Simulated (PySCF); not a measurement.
Isomers of C8H9P, one conformer each; single-point electronic energies without zero-point terms and without any empirical dispersion term.

Level: PBE0/pcSseg-1 in PySCF, non-relativistic, each on one gas-phase PBE0-D3(BJ)/def2-SVP geometry that isn't relaxed in the solvent. The solvent is an IEF-PCM continuum (Bondi radii, 1.10 Å for H, scaled by 1.2). Specific hydrogen bonds and non-electrostatic terms are outside this model.

```tsv
isomer	relative energy, gas (kcal/mol)	dipole (D)
`C=CC1=PC=C(C)C=C1`	0.0	2.04
`c1ccc(C2CC2)pc1`	5.5	1.46
```

Q: How do the relative energies look in cyclohexane (ε = 2.017)?

A: 
| isomer | relative energy, solvent (kcal/mol) | E(solvent) − E(gas) (kcal/mol) | dipole in solvent (D) |
| --- | --- | --- | --- |
| `C=CC1=PC=C(C)C=C1` | 0.0 | -1.5 | 2.37 |
| `c1ccc(C2CC2)pc1` | 5.7 | -1.4 | 1.70 |

The order is unchanged. Conformers: `[CH2:1]=[CH:2][c:3]1[cH:4][cH:5][c:6]([CH3:7])[cH:8][p:9]1` with C1–C2–C3–C4 3°; `[cH:1]1[cH:2][cH:3][c:4]([CH:5]2[CH2:6][CH2:7]2)[p:8][cH:9]1` with C3–C4–C5–C6 -145°. `C=CC1=PC=C(C)C=C1` gains most from the continuum, and it has the largest gas-phase dipole. The gains span 0.1 kcal/mol, the gas-phase energies 5.5 kcal/mol.
